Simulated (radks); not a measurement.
The numbers below are computed, except where a source is named.
Task: The table gives one normalised radial function P(r) = r R(r) (large component) of Sm3+ in [Xe] 4f4 6p1 (r in bohr). Level of theory: Dirac Kohn-Sham, PBE, spin-unpolarised, spherical densities, point nucleus; open shells fill j = l - 1/2 first (a radial shooting solver on a logarithmic mesh with Libxc functionals).

r           P
0.00367    0.0030
0.004974   0.0052
0.006741   0.0089
0.009136   0.0150
0.01238    0.0244
0.01678    0.0383
0.02274    0.0569
0.03058    0.0778
0.04144    0.0955
0.05616    0.0968
0.07612    0.0648
0.1032    -0.0083
0.1398    -0.0994
0.1895    -0.1426
0.2568    -0.0681
0.3452     0.0978
0.4679     0.2106
0.6341     0.1040
0.8594    -0.1698
1.165     -0.3433
1.579     -0.1916
2.139      0.2246
2.899      0.5780
3.898      0.5935
5.283      0.3259
7.16       0.0893
9.704      0.0101

Which n and l does it have? It may be an empty orbital.

Result: n = 6, l = 1: the number of nodes gives n - l - 1 = 4, the rise at small r points to l (this Dirac orbital starts as r^gamma with gamma = sqrt((l + 1)^2 - (Z/c)^2) = 1.95; the j = 3/2 orbital of l + 1 starts with the same power, but with a smaller coefficient, and then steepens), and the extent must fit the shell. The curve is that of 6p3/2; the two j differ most near the nucleus, where j = l - 1/2 has the larger amplitude, and in heavy atoms j = l - 1/2 is also the more compact. 6p3/2 (empty): eigenvalue -19.131 eV, 4 radial nodes at r = 0.100, 0.293, 0.718, 1.84 bohr, <r> = 3.63 bohr, 90 % of the charge inside 5.12 bohr.
